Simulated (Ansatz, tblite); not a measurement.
Removing an electron: cyclo-(H2SiO)2 (Si2O2H4). Total charge 0; singlet. Geometry: PBE0-D4/def2-SVP. Ansatz, gas phase; energy differences of separate SCF runs; the oxidised species was run as a doublet alone.

Cartesian coordinates in Å:
```
Si 0.2861 -0.3026 1.1305
H -0.3153 0.3113 2.3430
H 1.2868 -1.3387 1.4960
O 0.8591 0.8315 0.0051
Si -0.2861 0.3026 -1.1305
H 0.3153 -0.3113 -2.3430
H -1.2868 1.3387 -1.4960
O -0.8591 -0.8314 -0.0051
```

The xTB rows come from tblite. Correlated methods freeze 12 core orbitals. In CCSD on the charge 1 doublet the largest single amplitude is 0.54, so its Hartree–Fock determinant may place the open shell otherwise than the density functionals do.

```json
{"level": "GFN1-xTB", "−HOMO (eV)": "11.94", "vertical IE (eV)": "14.66", "−LUMO (eV)": "5.31", "HOMO–LUMO gap (eV)": "6.64", "remarks": "–"}
{"level": "r2SCAN-D4/def2-TZVP", "−HOMO (eV)": "7.60", "vertical IE (eV)": "10.47", "−LUMO (eV)": "1.23", "HOMO–LUMO gap (eV)": "6.37", "remarks": "–"}
{"level": "CCSD/def2-TZVPP", "−HOMO (eV)": "–", "vertical IE (eV)": "11.44", "−LUMO (eV)": "–", "HOMO–LUMO gap (eV)": "–", "remarks": "large T1 (0.083) (+1 doublet)"}
{"level": "CCSD(T)/def2-TZVPP", "−HOMO (eV)": "–", "vertical IE (eV)": "11.39", "−LUMO (eV)": "–", "HOMO–LUMO gap (eV)": "–", "remarks": "large T1 (0.083) (+1 doublet)"}
```

Estimate the rows for GFN2-xTB, PBE-D4/def2-TZVP, PBE0-D4/def2-TZVP.


```csv
level,−HOMO (eV),vertical IE (eV),−LUMO (eV),HOMO–LUMO gap (eV)
GFN2-xTB,11.51,14.29,6.26,5.25
PBE-D4/def2-TZVP,7.25,10.24,1.65,5.60
PBE0-D4/def2-TZVP,8.67,10.78,0.74,7.93
```

Relaxing the oxidised species (PBE0-D4/def2-SVP) changes its energy by -0.01 eV at PBE-D4/def2-TZVP, so the adiabatic ionisation energy to this nearest minimum is 10.22 eV. At PBE0-D4/def2-TZVP that geometry lies 0.01 eV above the vertical one, so it gives no adiabatic value.  Run but left out: HF/def2-TZVPP, MP2/def2-TZVPP (charge +1 doublet: a determinant that CCSD turns far, T1 0.083).  Raw xTB energy differences between charge states are shifted by several eV; the methods need an empirical correction for them.
